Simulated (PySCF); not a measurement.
CH4OZn. Atoms are numbered in the order given.

```xyz
7

Zn     0.0043    -0.0316     0.0257
C     -0.2056     1.6700    -0.8149
H     -0.9273     2.2831    -0.2714
H     -0.5655     1.5458    -1.8387
H      0.7450     2.2061    -0.8478
O      0.2035    -1.6701     0.6799
H      0.2225    -1.7447     1.6383
```
Charge 0, spin multiplicity 1.

Coordinates come from a r2SCAN-D4/def2-TZVP optimisation. A frequency run showed that this geometry is not a minimum. The isomer is the one that the SMILES or the coordinates give; other isomers of the formula were not compared. One conformer was computed; it need not be the lowest.

These are HF/pcSseg-1 (PySCF) values and carry that method's errors.

GIAO shieldings, no solvent; atoms alike by connectivity are averaged. δ = σ(ref) − σ: ¹³C against TMS (σ = 192.6 ppm); ¹H against TMS (σ = 31.99 ppm); ¹⁷O against H2O (σ = 333.0 ppm), references at their B3LYP-D3(BJ)/def2-TZVP geometries, non-relativistic.

```csv
nucleus,atoms,count,δ (ppm)
¹³C,C2,1,-24.9
¹H,H7,1,0.13
¹H,"H3, H4, H5",3,-0.47
¹⁷O,O6,1,-40.3
```
